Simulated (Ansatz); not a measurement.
Species: CaCl2 (charge -1, doublet). SMILES of the parent species: [Cl][Ca][Cl]

Atoms: Ca1, Cl2, Cl3. Bonds: Ca1-Cl2, Ca1-Cl3.

Bond lengths (Å) and angles (degrees) optimised at HF/STO-3G with Ansatz (a first-principles code); HF/3-21G with Ansatz; HF/6-31G* with LANL2DZ past Ar with Ansatz; PBE/6-31G* with LANL2DZ past Ar with Ansatz; B3LYP/LANL2DZ with Ansatz; MP2/6-31G* with LANL2DZ past Ar with Ansatz, each started from the B3LYP-D3(BJ)/def2-TZVP structure (Ansatz) of the last column. A row stands for all coordinates that are equal there. 6-31G* holds six Cartesian d functions. No wavenumbers were computed at HF/STO-3G, PBE/6-31G* with LANL2DZ past Ar, B3LYP/LANL2DZ, MP2/6-31G* with LANL2DZ past Ar, so these may be saddle points.

```
coordinate   HF/STO-3G  HF/3-21G  HF/6-31G* with LANL2DZ past Ar  PBE/6-31G* with LANL2DZ past Ar  B3LYP/LANL2DZ  MP2/6-31G* with LANL2DZ past Ar  B3LYP-D3(BJ)/def2-TZVP
-----------  ---------  --------  ------------------------------  -------------------------------  -------------  -------------------------------  ----------------------
Ca1-Cl2          2.661     2.744                           2.728                            2.717          2.731                            2.731                   2.552
Cl2-Ca1-Cl3      105.9     114.8                           116.5                            120.7          116.7                            117.5                   125.4
```

Mean signed difference of all 2 bond lengths from B3LYP-D3(BJ)/def2-TZVP: HF/STO-3G 0.110 Å, HF/3-21G 0.192 Å, HF/6-31G* with LANL2DZ past Ar 0.177 Å, PBE/6-31G* with LANL2DZ past Ar 0.165 Å, B3LYP/LANL2DZ 0.179 Å, MP2/6-31G* with LANL2DZ past Ar 0.179 Å.
